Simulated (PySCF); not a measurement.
C₆H₉N₃O.
SMILES: `CC(=O)c1nn(C)nc1C`

Torsions of this conformer, `[CH3:1][C:2](=[O:3])[c:4]1[n:5][n:6]([CH3:7])[n:8][c:9]1[CH3:10]`: C1–C2–C4–N5 1°.

The closed-shell ground state was solved at several levels (PySCF, density fitting, gas phase, non-relativistic). One conformer (not necessarily the lowest) at the PBE0-D3(BJ)/def2-SVP geometry, without solvent, vibrations or thermal averaging.

```json
{"level": "PBE0/pcSseg-1", "basis functions": "215", "total energy (Eh)": "-472.9277", "HOMO (eV)": "-7.39", "LUMO (eV)": "-1.29", "gap (eV)": "6.10", "dipole (D)": "3.39"}
{"level": "PBE/pcSseg-1", "basis functions": "215", "total energy (Eh)": "-472.9157", "HOMO (eV)": "-5.67", "LUMO (eV)": "-2.23", "gap (eV)": "3.44", "dipole (D)": "3.32"}
```

(1) What might PBE0/def2-SVPD (275 basis functions) give for the same quantities?

(2) Over all these levels, which gives the widest orbital gap and which the narrowest?

(3) How far do the dipole and the HOMO energy spread over the levels?

## Answers

(1) Total energy -472.6648 Eh, HOMO -7.44 eV, LUMO -1.39 eV, gap 6.05 eV, dipole 3.39 D.

(2) PBE0/pcSseg-1 (global hybrid, 25 % exact exchange) has the widest, 6.10 eV, and PBE/pcSseg-1 (GGA) the narrowest, 3.44 eV. The two share the basis. From the narrowest to the widest the HOMO moves by -1.72 eV and the LUMO by +0.94 eV.

(3) The dipole runs from 3.32 to 3.39 D (mean 3.37 D) and the HOMO from -7.44 to -5.67 eV.
